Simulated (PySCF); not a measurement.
Here is a computed PBE0-D3(BJ)/def2-SVP geometry (Å):
```
atom  x, y, z in Å
C1    -4.2437    0.7240    0.3953
N2    -2.9867    0.1359   -0.0133
C3    -2.8239   -0.2052   -1.4055
C4    -1.9293    0.1179    0.8101
C5    -0.6512   -0.1641    0.5094
C6     0.4782   -0.7911    0.3706
N7     1.7687   -0.0917    0.0069
C8     2.2777   -0.6851   -1.2613
C9     1.5669    1.3683   -0.1699
C10    2.7487   -0.3326    1.1040
H11   -4.4115    1.6989   -0.0940
H12   -4.2500    0.8766    1.4820
H13   -5.0795    0.0572    0.1347
H14   -3.7862   -0.5335   -1.8205
H15   -2.1041   -1.0291   -1.5091
H16   -2.4651    0.6559   -1.9988
H17   -2.1355    0.4069    1.8485
H18    0.6657   -1.8661    0.4928
H19    3.2467   -0.2340   -1.5110
H20    1.5498   -0.4890   -2.0572
H21    2.3957   -1.7675   -1.1280
H22    1.1763    1.7898    0.7625
H23    2.5312    1.8239   -0.4264
H24    0.8374    1.5328   -0.9702
H25    2.3608    0.1168    2.0257
H26    2.8700   -1.4138    1.2442
H27    3.7128    0.1180    0.8355
```

Charge +1, singlet.

Q: Which heavy atoms are bonded, and with what formal order?

A: C1–N2 1.45 Å (single); N2–C3 1.44 Å (single); N2–C4 1.34 Å (single); C4–C5 1.34 Å (double); C5–C6 1.30 Å (double); C6–N7 1.51 Å (single); N7–C8 1.49 Å (single); N7–C9 1.48 Å (single); N7–C10 1.49 Å (single). Bonds to hydrogen (Å): C1–H11 1.10; C1–H12 1.10; C1–H13 1.10; C3–H14 1.10; C3–H15 1.10; C3–H16 1.11; C4–H17 1.10; C6–H18 1.10; C8–H19 1.10; C8–H20 1.10; C8–H21 1.10; C9–H22 1.10; C9–H23 1.10; C9–H24 1.10; C10–H25 1.10; C10–H26 1.10; C10–H27 1.10.

Q: Give the structure as a SMILES string.

A: `CN(C)C=C=C[N+](C)(C)C`, [C8H17N2]+. Among its features: allene or cumulene and amine.

Q: Name the point group.

A: C1 (no symmetry element, even within 0.4 Å).

Q: Describe the place of each heavy atom.

A: C1/C3: N-methyl carbon; N2: nitrogen bonded to 3 C; C4: outer carbon of cumulated double bonds; C5: central carbon of cumulated double bonds; C6: outer carbon of cumulated double bonds; N7: ammonium nitrogen; C8/C9/C10: N-methyl carbon.

Q: What is the arrangement about C4?

A: It has 3 neighbours (N2, C5, H17) and is planar (angles 128.0°, 116.5° and 115.4°, sum 360.0°, 0.02 Å off the plane of its three neighbours).

Q: What is the arrangement about C8?

A: It has 4 neighbours (N7, H19, H20, H21) and is tetrahedral (angles from 108.7° to 110.3°).
